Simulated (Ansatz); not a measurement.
Abridged output of a molecular run in Ansatz:

```
Functional definition: HF
1325 factors; integrals over basis functions are off by at most 1.3e-3 eV
mean field evaluation 1: about -65075.4233 eV, gradient 3.6e1 eV
mean field evaluation 2: about -65075.4250 eV, gradient 3.6e1 eV
mean field evaluation 4: about -65078.7445 eV, gradient 3.6e0 eV
mean field evaluation 8: about -65078.7887 eV, gradient 1.2e-4 eV
mean field -65078.78869350 eV, -2391.6013724987 hartree, gradient 2.0e-6 eV, S^2 0.000000; 0 other end points of the search recorded, 0 dependent functions left out
17 core orbitals not correlated: weight in the atoms' cores, before any rotation towards them, 1.000 or more for the frozen orbitals, at most 0.000 for the correlated occupied ones
reference -65078.78869350 eV, -2391.6013724987 hartree; 20, 20 occupied and 95, 95 virtual orbitals, 1325 factors
second order -21.35659913 eV of doubles, -0.00000000 eV of singles
cycle   1  -21.83629860 eV  change   -4.8e-1 eV  update   1.1e-1
cycle   2  -22.48560946 eV  change   -6.5e-1 eV  update   3.5e-2
cycle   3  -22.61642561 eV  change   -1.3e-1 eV  update   1.6e-2
cycle   4  -22.61139995 eV  change    5.0e-3 eV  update   3.5e-3
cycle   5  -22.61117416 eV  change    2.3e-4 eV  update   1.3e-3
cycle   6  -22.61105375 eV  change    1.2e-4 eV  update   4.2e-4
cycle   7  -22.61090470 eV  change    1.5e-4 eV  update   1.6e-4
cycle   8  -22.61087084 eV  change    3.4e-5 eV  update   5.6e-5
cycle   9  -22.61087508 eV  change   -4.2e-6 eV  update   2.2e-5
perturbative correction -0.59693278 eV, -0.0219368751 hartree
Total energy: -65101.99650136 eV, -2392.4542437069 hartree
```

Its atoms:

```xyz
13

C    -1.4670    0.9771   -0.2610
Si    0.0407    0.1511    0.4708
C     1.5766    0.7047   -0.4376
F     0.1771    0.6855    1.9917
Ga   -0.1746   -2.2651    0.4787
H    -1.3466    2.0644   -0.2510
H    -2.3737    0.7324    0.2967
H    -1.6117    0.6606   -1.2977
H     1.6529    1.7960   -0.4236
H     2.4835    0.2968    0.0146
H     1.5433    0.3797   -1.4813
H    -0.3337   -3.0424   -0.8870
H    -0.1668   -3.1409    1.7867
```

Question: Which basis set was used?
A. def2-SVPD
B. def2-SVP
C. cc-pV(T+d)Z
D. cc-pV(Q+d)Z

Answer: B. It gives 132 functions.

Question: Write the keys of the input that set method, charge and spin (a neutral closed shell needs none for the last two).

Answer: 
```yaml
correlation: {method: ccsd_t}
```
